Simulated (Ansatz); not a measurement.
`NCBCl` + `FB[SiH3]` → `NC[SiH2]BF` + `BCl`  (formal exchange of groups at a C–B bond)

Computed with Ansatz on PBE0-D4/def2-TZVP structures; ΔE is electronic, products minus reactants. CCSD(T)/CBS is the MP2 limit (def2-TZVPP, def2-QZVPP) plus CCSD(T) − MP2 in def2-TZVPP, frozen cores. This one scheme is used for every species. DFT in def2-TZVPP. One conformer a species, not always the lowest.

`NCBCl`:

Z-matrix (Å, degrees):
```
C
B 1 1.549
N 1 1.444 2 117.7
H 1 1.100 2 106.9 3 124.8
H 1 1.112 2 102.2 3 -126.9
Cl 2 1.749 1 121.6 3 11.9
H 2 1.193 1 121.4 3 -171.1
H 3 1.011 1 111.5 2 -38.9
H 3 1.010 1 112.1 2 -160.6
```

`FB[SiH3]`:

```xyz
7

F    -0.017    1.626    1.467
B    -0.222    0.370    1.113
Si    0.150   -0.260   -0.786
H    -0.631   -0.363    1.976
H    -1.073   -0.915   -1.328
H     1.227   -1.290   -0.739
H     0.566    0.832   -1.704
```

`NC[SiH2]BF`:

```xyz
12

N    -1.905   -1.040    0.047
C    -0.572   -0.733   -0.458
Si    0.313    0.495    0.668
B     2.134    1.070   -0.037
F     2.582    0.614   -1.197
H    -2.473   -0.205    0.103
H    -2.387   -1.688   -0.563
H     0.025   -1.651   -0.461
H    -0.545   -0.350   -1.491
H    -0.525    1.726    0.807
H     0.484   -0.066    2.038
H     2.868    1.828    0.544
```

`BCl`:

```xyz
4

B    -0.087   -0.093    0.085
Cl    0.903    0.958   -0.874
H    -1.243   -0.176   -0.187
H     0.427   -0.689    0.977
```

```json
{"level": "r2SCAN-D4", "ΔE (kcal/mol)": "7.4"}
{"level": "PBE0-D4", "ΔE (kcal/mol)": "7.1"}
{"level": "ωB97X-V", "ΔE (kcal/mol)": "6.4"}
{"level": "ωB97M-V", "ΔE (kcal/mol)": "6.5"}
{"level": "B2PLYP", "ΔE (kcal/mol)": "6.3"}
{"level": "HF/def2-TZVPP", "ΔE (kcal/mol)": "5.9"}
{"level": "CCSD/def2-TZVPP", "ΔE (kcal/mol)": "6.0"}
{"level": "MP2/def2-QZVPP", "ΔE (kcal/mol)": "5.9"}
```

**Question.** What does CCSD(T)/CBS give? (Best estimate.)

**Answer.** Computed: +6.0 kcal/mol. The listed levels differ from it by 1.4, 1.1, 0.4, 0.5, 0.3, -0.1, 0.0, -0.1 kcal/mol.

Largest T1 diagnostic among the species: 0.014.
